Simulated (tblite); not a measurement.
C2H3ClF2O2S.
Bonds: C1–C2, C2–F3, C2–F4, C2–S5, S5–O6 (double), S5–O7 (double), S5–Cl8. Hydrogens: H9, H10, H11 on C1.

Structure optimised with GFN2-xTB, isolated species.

Problem. List the bond lengths, angles and torsions at this level.

Solution. 
```tsv
bond	length (bohr)	order
C1–C2	2.820	single
C2–F3, C2–F4	2.534	single
C2–S5	3.531	single
S5=O6, S5=O7	2.685	double
S5–Cl8	3.823	single
C1–H9, C1–H10, C1–H11	2.057	single
```

Bonds in one row agree within 0.02 bohr and their mean is given. Orders are formal, as drawn. A selection of angles:
```tsv
angle	degrees
C1–C2–F3	115.1
C1–C2–F4	114.2
C1–C2–S5	110.1
F3–C2–F4	107.4
F3–C2–S5	106.2
F4–C2–S5	103.0
C2–S5–O6	107.8
C2–S5–O7	111.3
C2–S5–Cl8	100.5
O6–S5–O7	120.2
O6–S5–Cl8	107.3
```

Dihedral angles: C1–C2–S5–O6 48° (synclinal). The mirror-image conformer, all signs reversed, is as good.

Of the pairs four or more bonds apart, O6···H11 is among the closest relative to their van der Waals radii: 2.54 Å, 93 % of the sum of Bondi's values. S5 (sulfonyl sulfur) is distorted tetrahedral (angles from 100.5° to 120.2°).

Point group: C1 (no symmetry element, even within 0.4 Å). Its GFN2-xTB frequencies are all real (lowest 49 cm⁻¹). The numbers are those of one conformer.

Time: 0.61 s. Hardware: Arm Neoverse N1, one thread (shared host). These figures are those of the optimisation.

These are computed values.
